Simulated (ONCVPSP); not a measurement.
rubidium: ONCV pseudisation with PBE, scalar-relativistic reference atom.

The input file (ONCVPSP 4.0.1):

```
# ATOM AND REFERENCE CONFIGURATION
# atsym  z   nc   nv     iexc    psfile
  Rb 37.00    6    3        4      upf
#
#   n    l    f
    1    0    2.00
    2    0    2.00
    2    1    6.00
    3    0    2.00
    3    1    6.00
    3    2   10.00
    4    0    2.00
    4    1    6.00
    5    0    0.75
#
# PSEUDOPOTENTIAL AND OPTIMIZATION
# lmax
    2
#
#   l,   rc,      ep,       ncon, nbas, qcut
    0    2.60    0.00    4    8    4.90
    1    2.20    0.00    3    6    6.90
    2    2.45    0.05    4    7    3.80
#
# LOCAL POTENTIAL
# lloc, lpopt,  rc(5),   dvloc0
    4    5    1.75    0.00
#
# VANDERBILT-KLEINMAN-BYLANDER PROJECTORs
# l, nproj, debl
    0    2    1.10
    1    2    3.90
    2    2    0.40
#
# MODEL CORE CHARGE
# icmod, fcfact, rcfact
    3    4.25    1.20
#
# LOG DERIVATIVE ANALYSIS
# epsh1, epsh2, depsh
   -3.00    5.00    0.02
#
# OUTPUT GRID
# rlmax, drl
    6.00    0.01
#
# TEST CONFIGURATIONS
# ncnf
    4
# nvcnf
#   n    l    f
    3
    4    0    2.00
    4    1    6.00
    5    0    1.00
#
    3
    4    0    2.00
    4    1    6.00
    5    0    0.00
#
    3
    4    0    2.00
    4    1    6.00
    5    0    0.50
#
    3
    4    0    2.00
    4    1    5.00
    5    0    1.00
#
```

Command:

```bash
oncvpsp.x < Rb.dat > Rb.out
```

The program printed (shortened: citation, most of the input echo, consistency checks and plot data are left out):

```
ONCVPSP  (Optimized Norm-Conservinng Vanderbilt PSeudopotential)
scalar-relativistic version 4.0.1

#   n    l    f        energy (Ha)
    1    0    2.00    -5.5252982E+02
    2    0    2.00    -7.3848503E+01
    2    1    6.00    -6.5469914E+01
    3    0    2.00    -1.0998462E+01
    3    1    6.00    -8.3111499E+00
    3    2   10.00    -3.8677013E+00
    4    0    2.00    -1.2189418E+00
    4    1    6.00    -6.3330136E-01
    5    0    0.75    -1.1565537E-01

Reference configufation results
  iterations    24
  all-electron total energy (Ha)   -2.98117177D+03

Begin loop to  construct optimized pseudo wave functions
and semi-local pseudopoentials for all angular momenta

Calculating optimized projector #   1

 for l=   0

    Fraction of norm inside rc  0.968631
    Optimizing pswf for qcut=   4.90 a_B^-1,  ecut=  11.99 Ha
    Residual kinetic energy error=  3.29D-07 Ha

    Energy error per electron        Cutoff
         Ha          eV             Ha
         0.01000     0.27211        2.43
         0.00100     0.02721        6.29
         0.00010     0.00272        8.48
         0.00001     0.00027       10.13

Calculating optimized projector #   2

 for l=   0

    Fraction of norm inside rc  0.059307
    Optimizing pswf for qcut=   4.90 a_B^-1,  ecut=  11.99 Ha
    Residual kinetic energy error=  5.66D-07 Ha

    Energy error per electron        Cutoff
         Ha          eV             Ha
         0.01000     0.27211        1.66
         0.00100     0.02721        4.50
         0.00010     0.00272        8.16
         0.00001     0.00027       10.14

   Wellstate for l =  1  n =  7
     eigenvalue =   3.2667
     asymptotic potential =   3.7667
     half-point radius =  4.0170

Calculating optimized projector #   1

 for l=   1

    Fraction of norm inside rc  0.795925
    Optimizing pswf for qcut=   6.89 a_B^-1,  ecut=  23.74 Ha
    Residual kinetic energy error=  4.78D-08 Ha

    Energy error per electron        Cutoff
         Ha          eV             Ha
         0.01000     0.27211        4.81
         0.00100     0.02721       10.65
         0.00010     0.00272       15.49
         0.00001     0.00027       18.57

Calculating optimized projector #   2

 for l=   1

    Fraction of norm inside rc  0.147311
    Optimizing pswf for qcut=   6.89 a_B^-1,  ecut=  23.74 Ha
    Residual kinetic energy error=  6.05D-07 Ha

    Energy error per electron        Cutoff
         Ha          eV             Ha
         0.01000     0.27211        7.18
         0.00100     0.02721       14.44
         0.00010     0.00272       18.75
         0.00001     0.00027       21.50

   Wellstate for l =  2  n =  4
     eigenvalue =   0.0500
     asymptotic potential =   0.5500
     half-point radius =  5.5336

   Wellstate for l =  2  n =  5
     eigenvalue =   0.4500
     asymptotic potential =   0.9500
     half-point radius =  5.9696

Calculating optimized projector #   1

 for l=   2

    Fraction of norm inside rc  0.390649
    Optimizing pswf for qcut=   3.81 a_B^-1,  ecut=   7.25 Ha
    Residual kinetic energy error=  1.03D-03 Ha

    Energy error per electron        Cutoff
         Ha          eV             Ha
         0.01000     0.27211        5.05
         0.00100     0.02721        7.36
         0.00010     0.00272       22.58
         0.00001     0.00027       28.66

Calculating optimized projector #   2

 for l=   2

    Fraction of norm inside rc  0.263884
    Optimizing pswf for qcut=   3.81 a_B^-1,  ecut=   7.25 Ha
    Residual kinetic energy error=  1.84D-03 Ha

    Energy error per electron        Cutoff
         Ha          eV             Ha
         0.01000     0.27211        5.61
         0.00100     0.02721        7.74
         0.00010     0.00272       13.90
         0.00001     0.00027       32.36

Construct Vanderbilt / Kleinmman-Bylander projectors

B matrix Hermiticity error, ll=   0
   1   2    4.6049E-05

  Orthonormal projector coefficients  3.7035E+00  6.5437E-01

B matrix Hermiticity error, ll=   1
   1   2    2.1108E-04

  Orthonormal projector coefficients  3.2227E+00  4.6842E-01

B matrix Hermiticity error, ll=   2
   1   2    1.6031E-05

  Orthonormal projector coefficients -4.1588E+00  1.4386E+00

Model core correction analysis
  based on d2Exc/dn_idn_j

d2excae - all-electron derivatives

   -3.125499D-02   -2.653451D-02   -1.879541D-03
   -2.653463D-02   -2.565956D-02   -3.288430D-03
   -1.878021D-03   -3.281937D-03   -3.739342D-02

d2excps - pseudofunction derivatives with no core correction

   -4.054894D-02   -2.848521D-02   -2.614440D-03
   -2.848561D-02   -2.741390D-02   -3.452142D-03
   -2.613736D-03   -3.445673D-03   -3.744465D-02

rms 2nd derivative error    3.303270E-03

rmatch, rhocmatch    0.9926    3.9424

Teter function model core charge with specified parameters

d2excps - pseudofunction derivatives with core correction

   -3.059620D-02   -2.558829D-02   -1.945368D-03
   -2.558818D-02   -2.643972D-02   -3.246068D-03
   -1.943859D-03   -3.239583D-03   -3.740055D-02

rms 2nd derivative error    5.623418E-04

Pseudoatom total energy  -24.423989

Diagnostic tests using Vanderbilt-Kleinman-Bylander pseudopotentials
  1 or more projectors used as specified by nproj input data

   l    rcore       rmatch      e in        delta e   norm test  slope test

   0   2.6005252   2.6794828  -1.2189418   0.0000005   1.0000809   1.0000742
   0   2.6005252   2.6794828  -0.1156554   0.0000004   1.0000113   1.0000091

   1   2.2126646   2.2798459  -0.6333014  -0.0000028   1.0000364   1.0000408
   1   2.2126646   2.2798459   3.2666986   0.0000491   1.0001451   1.0001451

   2   2.4642186   2.5390377   0.0500000   0.0000005   1.0000466   1.0000466
   2   2.4642186   2.5390377   0.4500000  -0.0000001   1.0000796   1.0000796

 Testing for bound ghosts
   n   l    E NL Schr. Eq   E Basis Diag.   E Cutoff

   1   0       -1.218941       -1.218941     39.14
   2   0       -0.115655       -0.091070     39.14

   2   1       -0.633304       -0.633235     31.65

   3   2       -0.027005        0.011360     42.30

 Testing for highly-localized positive-energy ghosts
       l    <radius>/rc     E Basis Diag.   E Cutoff

Test configuration 0

   n   l     f        eae           eps        diff
   1   0  2.0000 -552.52981929
   2   0  2.0000  -73.84850291
   2   1  6.0000  -65.46991412
   3   0  2.0000  -10.99846159
   3   1  6.0000   -8.31114993
   3   2 10.0000   -3.86770131
   4   0  2.0000   -1.21894176   -1.21894130    4.62D-07
   4   1  6.0000   -0.63330136   -0.63330416   -2.80D-06
   5   0  0.7500   -0.11565537   -0.11565499    3.78D-07

    Total energies and differences
      AE_ref= -2.98117177D+03  AE_tst= -2.98117177D+03  dif=  0.00D+00
      PS_ref= -2.44239889D+01  PS_tst= -2.44239889D+01  dif=  3.55D-15
      PSP excitation error= -3.55D-15

Test configuration 1

   n   l     f        eae           eps        diff
   1   0  2.0000 -552.48263653
   2   0  2.0000  -73.80135132
   2   1  6.0000  -65.42276314
   3   0  2.0000  -10.95133622
   3   1  6.0000   -8.26402806
   3   2 10.0000   -3.82058588
   4   0  2.0000   -1.17206890   -1.17200879    6.01D-05
   4   1  6.0000   -0.58667428   -0.58667380    4.88D-07
   5   0  1.0000   -0.08200647   -0.08200502    1.45D-06

    Total energies and differences
      AE_ref= -2.98117177D+03  AE_tst= -2.98119643D+03  dif= -2.47D-02
      PS_ref= -2.44239889D+01  PS_tst= -2.44486540D+01  dif= -2.47D-02
      PSP excitation error=  8.72D-07

Test configuration 2

   n   l     f        eae           eps        diff
   1   0  2.0000 -552.69541296
   2   0  2.0000  -74.01395381
   2   1  6.0000  -65.63535569
   3   0  2.0000  -11.16379316
   3   1  6.0000   -8.47646182
   3   2 10.0000   -4.03298005
   4   0  2.0000   -1.38291274   -1.38325778   -3.45D-04
   4   1  6.0000   -0.79564317   -0.79568256   -3.94D-05

    Total energies and differences
      AE_ref= -2.98117177D+03  AE_tst= -2.98104379D+03  dif=  1.28D-01
      PS_ref= -2.44239889D+01  PS_tst= -2.42960030D+01  dif=  1.28D-01
      PSP excitation error= -1.09D-05

Test configuration 3

   n   l     f        eae           eps        diff
   1   0  2.0000 -552.58119750
   2   0  2.0000  -73.89984079
   2   1  6.0000  -65.52125044
   3   0  2.0000  -11.04976564
   3   1  6.0000   -8.36244902
   3   2 10.0000   -3.91899164
   4   0  2.0000   -1.26989415   -1.26997938   -8.52D-05
   4   1  6.0000   -0.68387366   -0.68388324   -9.58D-06
   5   0  0.5000   -0.15144507   -0.15144807   -3.00D-06

    Total energies and differences
      AE_ref= -2.98117177D+03  AE_tst= -2.98113843D+03  dif=  3.33D-02
      PS_ref= -2.44239889D+01  PS_tst= -2.43906493D+01  dif=  3.33D-02
      PSP excitation error= -1.73D-06

Test configuration 4

   n   l     f        eae           eps        diff
   1   0  2.0000 -552.95709456
   2   0  2.0000  -74.26964827
   2   1  6.0000  -65.89190292
   3   0  2.0000  -11.41407606
   3   1  6.0000   -8.72663289
   3   2 10.0000   -4.28259674
   4   0  2.0000   -1.58551016   -1.58789428   -2.38D-03
   4   1  5.0000   -0.97796556   -0.97771016    2.55D-04
   5   0  1.0000   -0.29663479   -0.29667308   -3.83D-05

    Total energies and differences
      AE_ref= -2.98117177D+03  AE_tst= -2.98041955D+03  dif=  7.52D-01
      PS_ref= -2.44239889D+01  PS_tst= -2.36716972D+01  dif=  7.52D-01
      PSP excitation error= -7.27D-05
```

The run took about 3.9 s on one core of a shared server CPU.
